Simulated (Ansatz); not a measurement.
Geometry optimisation, RKS B3LYP-D4/def2-SVP (Ansatz).

The input (input.yaml):

```yaml
crystal:
  periodic: [false, false, false]
  atoms:
    - { symbol: P, position_ang: [-1.7275, 1.1222, -0.4731] }
    - { symbol: Si, position_ang: [0.1318, 0.6322, 0.4244] }
    - { symbol: C, position_ang: [0.3008, -1.0671, 1.0193] }
    - { symbol: C, position_ang: [0.7663, -0.9669, -0.4097] }
    - { symbol: H, position_ang: [-1.3365, 1.2221, -1.8457] }
    - { symbol: H, position_ang: [-1.7102, 2.5799, -0.2782] }
    - { symbol: H, position_ang: [1.3057, 1.5656, 0.2844] }
    - { symbol: H, position_ang: [-0.5365, -1.5802, 1.2923] }
    - { symbol: H, position_ang: [1.1373, -1.2174, 1.7883] }
    - { symbol: H, position_ang: [1.739, -0.9751, -0.6613] }
    - { symbol: H, position_ang: [-0.0048, -1.3724, -1.1203] }
basis:
  gaussian: { orbitals: def2-SVP }
hamiltonian:
  xc: b3lyp
  dispersion: d4
relax:
  f_tol: 0.015
  max_steps: 40
output:
  orbitals: {}
```

Launched with:

```bash
$ ansatz run input.yaml --threads 2 --pin off --max-ram 3072MiB --backend cpu --events-out ev --progress --plain --runs-dir out
```

Question: Where does it end, and by what steps?

Answer: The forces met the threshold. After 10 steps the energy has fallen by 0.960 eV; H5 moved furthest, 0.77 Å.

```tsv
step	energy less start (eV)	largest force component (eV/Å)	accepted
0	0.0000	5.764	yes
1	-0.7662	1.429	yes
2	-0.8934	0.377	yes
3	-0.9218	0.448	yes
4	-0.9405	0.319	yes
5	-0.9573	0.095	yes
6	-0.9509	0.140	no
7	-0.9600	0.017	yes
8	-0.9602	0.029	yes
9	-0.9601	0.017	no
10	-0.9603	0.001	yes
```

```xyz
11
Properties=species:S:1:pos:R:3
P -1.811 1.165 -0.740
Si 0.239 0.588 -0.006
C 0.333 -0.953 1.054
C 0.798 -1.154 -0.402
H -1.345 1.991 -1.810
H -1.973 2.265 0.159
H 1.283 1.627 0.184
H -0.596 -1.452 1.348
H 1.105 -1.011 1.830
H 1.867 -1.341 -0.557
H 0.165 -1.783 -1.039
```

The run took 30 s on 2 threads of Intel(R) Xeon(R) Platinum 8375C CPU @ 2.90GHz (Ice Lake), with other jobs on the host, peak memory 0.23 GiB.
